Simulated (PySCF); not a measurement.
SMILES N([SiH3])[SiH3] (H7NSi2), PBE/def2-SVP optimised geometry.

```
10

Si     1.76    -0.73     0.00
N      0.00    -0.73     0.00
Si    -1.10     0.63     0.00
H      2.21     0.61     0.51
H      2.37    -0.96    -1.36
H      2.28    -1.82     0.90
H     -0.43    -1.65    -0.15
H     -0.34     1.82     0.51
H     -2.28     0.34     0.90
H     -1.66     0.96    -1.36
```

Density from PBE/def2-TZVP (PySCF) at that geometry.

Minimum of the electron density along straight lines between bonded atoms, close to the bond critical point (lines longer than 1.1 times the sum of covalent radii, or with two minima, are not listed):

```tsv
bond	length / Å	ρ at the minimum / e bohr⁻³	∇²ρ there / e bohr⁻⁵	position (fraction from the first atom)
Si1–N2	1.755	0.123	0.47	0.40
N2–Si3	1.755	0.123	0.47	0.60
Si1–H4	1.503	0.118	0.12	0.49
Si1–H5	1.510	0.117	0.11	0.49
Si1–H6	1.507	0.118	0.11	0.49
N2–H7	1.026	___	___	0.73
Si3–H8	1.503	0.118	0.12	0.49
Si3–H9	1.507	0.118	0.11	0.49
Si3–H10	1.510	0.117	0.11	0.49
```

Problem. What belongs in the gaps?

Solution. 
- N2–H7, ρ at the minimum / e bohr⁻³: 0.318
- N2–H7, ∇²ρ there / e bohr⁻⁵: -1.41
